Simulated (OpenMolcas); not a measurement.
# Pt5+: effect of the active space

| Quantity | Value |
| --- | --- |
| Program | OpenMolcas |
| Method | MS-CASPT2 or its RAS form, IPEA 0.25 Eh, imaginary shift 0.1 Eh |
| Basis | ANO-RCC-VQZP |
| Scalar Hamiltonian | DKH2, point nucleus |
| Spin-orbit coupling | state interaction with AMFI integrals over the reference wave functions, term energies averaged over their components |

A. 5 electrons in 5 orbitals (5d); 2S+1 = 6 even, 1 root; 2S+1 = 4 even, 24 roots; 2S+1 = 2 even, 75 roots; closed shells correlated: 5s 5p; CASPT2 step about 100 core-seconds
B. 11 electrons in 8 orbitals (RAS1 5p, at most 2 holes; RAS2 5d); 2S+1 = 6 even, 1 root; 2S+1 = 4 even, 24 roots; 2S+1 = 2 even, 75 roots; closed shells correlated: 5s; CASPT2 step roughly 2.7 core-minutes
C. 5 electrons in 10 orbitals (5d 6d); 2S+1 = 6 even, 1 root; 2S+1 = 4 even, 24 roots; 2S+1 = 2 even, 70 roots; closed shells correlated: 5s 5p; CASPT2 step about 20 core-minutes

Energies in cm⁻¹ above 5d⁵ ⁶S_5/2.

```tsv
Level	A	B	C
5d⁵ ⁶S_5/2	0.0	0.0	0.0
5d⁵ ⁴G_7/2 [60 %]	25500	25570	25370
5d⁵ ⁴G_11/2 [75 %]	27180	27150	27150
5d⁵ ⁴G_9/2	28460	28510	28380
5d⁵ ⁴P_1/2 [59 %]	30430	30670	30250
5d⁵ ⁴D_7/2 [60 %]	34310	34600	34290
5d⁵ ⁴D_1/2 [66 %]	39690	40050	39510
5d⁵ ²I_11/2 [71 %]	40340	40250	40170
5d⁵ ⁴F_3/2 [51 %]	43610	43640	43760
5d⁵ ²I_13/2	44590	44450	44500
5d⁵ ²H_9/2 [51 %]	51600	51710	51540
5d⁵ ²G_7/2(1) [55 %]	52850	53060	52490
5d⁵ ²F_7/2(1) [60 %]	57720	58000	57430
5d⁵ ²S_1/2	60010	60460	59630
5d⁵ ²H_11/2 [70 %]	62690	62820	62650
5d⁵ ²D_3/2(2)	67770	68020	69250
5d⁵ ²G_9/2(2)	75370	75550	75330
5d⁵ ²G_7/2(2)	78350	78530	78030
```

The spin-orbit steps hold different terms of 5d⁵ (C lacks a ²D), which shifts levels as well.

Among A to C the level of the table that moves most is 5d⁵ ²D_3/2(2), by 1500 cm-1 (lowest in A, highest in C). Moves below CASPT2's spread within the term are not significant.

CASPT2 does not keep the components of a term degenerate, so their means are used; among the terms shown or strongly mixed into the levels shown the widest spread is 710 cm-1 (5d⁵ ⁴F, A). Blocks of more than 70 roots (2S+1 = 2 even) ran without multistate coupling (holds for A; B). The CASPT2 spread within a term exceeds the gap to the next term for 5d⁵ ²D(1) and 5d⁵ ⁴F, so the order of their levels is uncertain, and so are names and mixing where such terms share a J (holds for A; B). Active for correlation alone: 5p; no level in the range computed is led by a configuration that opens it, so any true level of that kind is missing (holds for B). Active for correlation alone: 6d; no level in the range computed is led by a configuration that fills it, so any true level of that kind is missing (holds for C). Levels of configurations outside the active space are missing. Levels that lie high or do not pair safely by name in every column are left out.

A share in square brackets marks a mixed level and gives the weight of the term that names it, the lowest over the columns. A number in round brackets counts repeated terms of one configuration in the order of the reference energies.
